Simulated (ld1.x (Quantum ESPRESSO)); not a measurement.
**Pseudopotential generation for cerium: PAW, LDA (PZ), scalar-relativistic.**

* Element: cerium
* Generator: ld1.x (Quantum ESPRESSO) 7.5
* Type: PAW
* Functional: LDA (PZ)
* Relativity: scalar-relativistic
* Frozen core: [Kr] 4d10
* Valence charge: 12
* Reference configuration: 4f1 5s2 5p6 5d1 6s1 6p0 (charge +1)
* Partial waves: 5s (bound): rcut 2.00, rcutus 2.30 bohr; 6s (bound): rcut 2.00, rcutus 2.30 bohr; 5p (bound): rcut 2.85, rcutus 3.40 bohr; 6p (bound, empty): rcut 2.85, rcutus 3.40 bohr; 5d (bound): rcut 3.80, rcutus 4.10 bohr; 5d channel at -0.3 Ry: rcut 3.80, rcutus 4.10 bohr; 4f (bound): rcut 1.10, rcutus 1.30 bohr; 4f channel at 0.7 Ry: rcut 1.10, rcutus 1.30 bohr
* Local potential: all-electron potential smoothed inside 3.20 bohr (lloc = -2)
* Core correction: Bessel-smoothed model core, default radius (core density twice the valence density)
* Augmentation charge: PSQ, inside the norm-conserving radii

Poles of the logarithmic derivatives, all-electron (AE) and pseudo (PS). s: poles at -0.1, 2.9 (AE) and -0.1, 2.9 (PS) Ry. p: poles at 0.5, 3.7 (AE) and 0.5, 3.5 (PS) Ry. d: poles at -0.5, 1.6 (AE) and -0.5, 1.5 (PS) Ry. f: poles at 1.0, 3.4 (AE) and 1.0, 3.6 (PS) Ry. Test radius 4.46 bohr.

- Cutoffs needed: 80 Ry and 110 Ry (the cutoffs (Ry, on a coarse ladder) from which the occupation-weighted sum of valence levels, in a spherical-Bessel basis at the reference potential, stays within 10 and 1 mRy of its value at 400 Ry)
- Ghost test: no extra level below or beside the all-electron valence levels (s, p, d, f tested) (spherical-Bessel basis up to 400 Ry, 20 bohr box)
- Configuration tests: test run stopped at test 3 of 9 (negative rho)
- Lowest eigenvalue of the overlap operator: 0.09 (p channel)
- Density cutoff estimated by the generator: 503 Ry
